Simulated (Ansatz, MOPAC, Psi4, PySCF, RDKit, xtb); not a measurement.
Complex: H2O (SMILES O) (first 3 atoms) with CH3F (SMILES CF); geometry from B3LYP-D3(BJ)/def2-TZVP, rigid monomers moved along the line of their centres of mass till H2···F5 is 2.30 Å.
(charge 0, multiplicity 1):
```tsv
atom	x (Å)	y (Å)	z (Å)
O	0.0004	0.4835	-0.1392
H	0.2093	-0.1354	0.5728
H	-0.4386	-0.0408	-0.8158
C	-0.2182	0.5463	3.4337
F	0.2400	-0.6283	2.8187
H	-0.5240	1.2406	2.6528
H	-1.0601	0.2865	4.0745
H	0.5984	0.9612	4.0232
```

```tsv
level	interaction energy (kcal/mol)	minus MP2/CBS(aug-cc-pVDZ, aug-cc-pVTZ) + ΔCCSD(T)/aug-cc-pVDZ	cost
MMFF94	-2.94	0.48	-
UFF	0.92	4.34	-
GFN-FF	-3.30	0.13	-
AM1	-2.19	1.23	-
PM3	-1.31	2.11	-
PM6	-0.54	2.89	-
PM7	-0.57	2.85	-
GFN1-xTB	-2.68	0.74	-
HF/STO-3G (no counterpoise)	-1.64	1.78	-
HF/3-21G (no counterpoise)	-6.56	-3.14	-
HF/6-31G* (no counterpoise)	-4.34	-0.91	-
HF/aug-cc-pVDZ	-2.64	0.78	-
HF/aug-cc-pVTZ	-2.58	0.84	-
PBE/def2-TZVPPD	-2.93	0.49	×1
PBE-D3(BJ)/def2-TZVPPD	-3.42	0.01	×1
PBE-D4/def2-TZVPPD	-3.40	0.03	×1
BP86/6-31G* (no counterpoise)	-4.59	-1.16	-
r2SCAN/def2-TZVPPD	-3.29	0.14	×2
r2SCAN-D3(BJ)/def2-TZVPPD	-3.48	-0.05	×2
r2SCAN-D4/def2-TZVPPD	-3.45	-0.03	×2
B3LYP/6-31G* (no counterpoise)	-5.34	-1.91	-
B3LYP/6-311+G** (no counterpoise)	-3.25	0.17	-
B3LYP/def2-TZVPPD	-2.64	0.78	×2
B3LYP-D4/def2-TZVPPD	-3.32	0.10	×2
PBE0/def2-TZVPPD	-2.96	0.46	×1
PBE0-D3(BJ)/def2-TZVPPD	-3.40	0.02	×1
PBE0-D4/def2-TZVPPD	-3.38	0.04	×1
M06-2X/6-31G* (no counterpoise)	-5.39	-1.97	-
wB97M-V/def2-TZVPPD	-3.34	0.08	×3
MP2/6-31G*	-2.94	0.48	-
MP2/6-31G* (no counterpoise)	-5.42	-1.99	-
MP2/aug-cc-pVDZ	-3.15	0.27	-
MP2/aug-cc-pVTZ	-3.30	0.12	×3
MP2/CBS(aug-cc-pVDZ, aug-cc-pVTZ)	-3.39	0.03	-
SCS-MP2/aug-cc-pVDZ	-2.91	0.52	-
SCS-MP2/aug-cc-pVTZ	-3.03	0.39	-
CCSD/aug-cc-pVDZ	-3.08	0.34	-
CCSD(T)/aug-cc-pVDZ	-3.18	0.24	×5
MP2/CBS(aug-cc-pVDZ, aug-cc-pVTZ) + ΔCCSD(T)/aug-cc-pVDZ	-3.42	0.00	×8
SAPT0/jun-cc-pV(D+d)Z	-3.54	-0.11	-
```

 The comparison column counts from a level with limits of its own.

The rows run from -6.56 (HF/3-21G (no counterpoise)) to 0.92 kcal/mol (UFF). From aug-cc-pVDZ to aug-cc-pVTZ MP2 changes by -0.15. The dispersion term adds -0.48 in PBE-D3(BJ), -0.46 in PBE-D4, -0.19 in r2SCAN-D3(BJ). The 5 functionals in def2-TZVPPD without D3 or D4 span 0.70, from wB97M-V to B3LYP.

Interaction energies are E(AB) − E(A) − E(B) at the monomers' geometry in the complex; basis-set methods are counterpoise corrected. Rows marked so take none. RDKit's UFF carries no charges.

Correlated levels freeze the cores. CBS(a, b) extrapolates the correlation energy as X⁻³ and adds the Hartree–Fock energy of set b. Rows in 3-21G, 6-311+G**, 6-31G*, STO-3G carry no dispersion term and start afresh at each structure (6-31G* with six Cartesian d functions). MP2/6-31G* freezes PySCF's default core. The state reached by AM1, PM3, PM6, PM7 isn't checked; PM7 holds dispersion and hydrogen-bond terms.

The values were computed with Ansatz (Gaussian orbitals); MOPAC for AM1, PM3, PM6, PM7 (differences of heats of formation); Psi4 for SAPT; PySCF for 3-21G rows, 6-311+G** rows, 6-31G* rows, STO-3G rows, the dispersion terms; RDKit for the force fields; xtb for the GFN methods. 

Costs are rough ratios of core time to PBE/def2-TZVPPD (about 4 s over the structures, on one shared machine); a dash marks a level with no comparable run of its own.

Ansatz is an electronic-structure program.
